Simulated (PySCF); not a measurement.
Which level of theory gave which numbers?

Compound: ClGa (singlet state).
SMILES: `[Cl][Ga]`

The closed-shell ground state was solved 7 times with PySCF (density fitting, gas phase), always in the def2-SVPD basis (65 functions), with these functionals: B3LYP, BHandHLYP, CAM-B3LYP, LC-wPBE, PBE, PBE0 and wB97X-D. Isolated species at its PBE0-D3(BJ)/def2-SVP geometry, gas phase. Relativistic effects, spin–orbit coupling among them, are left out although an element past zinc is present.

| row | total energy (Eh) | HOMO (eV) | LUMO (eV) | dipole (D) |
| --- | --- | --- | --- | --- |
| P | -2384.3430 | -10.05 | 0.25 | 2.53 |
| Q | -2384.7134 | -8.46 | -1.01 | 2.61 |
| R | -2384.7945 | -9.38 | -0.13 | 2.56 |
| S | -2384.2578 | -6.62 | -2.47 | 2.36 |
| T | -2384.8671 | -8.86 | -0.82 | 2.58 |
| U | -2384.8040 | -7.45 | -1.97 | 2.52 |
| V | -2384.3308 | -7.59 | -1.74 | 2.47 |

Which functional belongs to which row?

P = LC-wPBE, Q = BHandHLYP, R = wB97X-D, S = PBE, T = CAM-B3LYP, U = B3LYP, V = PBE0. By rising HOMO–LUMO gap: PBE (GGA) 4.15 eV; B3LYP (global hybrid, 20 % exact exchange) 5.48 eV; PBE0 (global hybrid, 25 % exact exchange) 5.85 eV; BHandHLYP (global hybrid, 50 % exact exchange) 7.45 eV; CAM-B3LYP (range-separated hybrid) 8.04 eV; wB97X-D (range-separated hybrid) 9.25 eV; LC-wPBE (range-separated hybrid) 10.30 eV. Total energies of different functionals aren't bounds to one another; each is stationary for its own functional.

The pairwise dispersion term of wB97X-D wasn't added to the energies; at a given geometry it leaves orbitals and properties as they are.
